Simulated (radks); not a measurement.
Task: Ho61+, configuration [He] 2s2 2p2 (the NIST ground configuration). Calculated with a radial shooting solver on a logarithmic mesh with Libxc functionals: Dirac Kohn-Sham, relativistic LDA (MacDonald-Vosko exchange, VWN5 correlation), spin-unpolarised, spherical densities, finite nucleus; open shells fill j = l - 1/2 first; Fermi nuclear charge, rms radius 5.2022 fm. Some entries of the table are withheld. Estimate them.

orbital,occ.,eigenvalue (eV),r(max) (bohr),<r^2> (bohr^2)
1s1/2,2,-61389.08,0.01316,(1)
2s1/2,2,-14724.05,0.07336,(2)
2p1/2,2,(3),(4),0.006004
2p3/2,0,(5),(6),0.007051
3s1/2,0,-6264.915,0.1907,0.04487
3p1/2,0,-6187.822,(7),0.03948
3p3/2,0,-5919.330,(8),0.04342

Result: 
(1) 1s1/2 <r^2> (bohr^2): 0.0005896
(2) 2s1/2 <r^2> (bohr^2): 0.008471
(3) 2p1/2 eigenvalue (eV): -14487.83
(4) 2p1/2 r(max) (bohr): 0.05472
(5) 2p3/2 eigenvalue (eV): -13552.96
(6) 2p3/2 r(max) (bohr): 0.06047
(7) 3p1/2 r(max) (bohr): 0.1758
(8) 3p3/2 r(max) (bohr): 0.1855
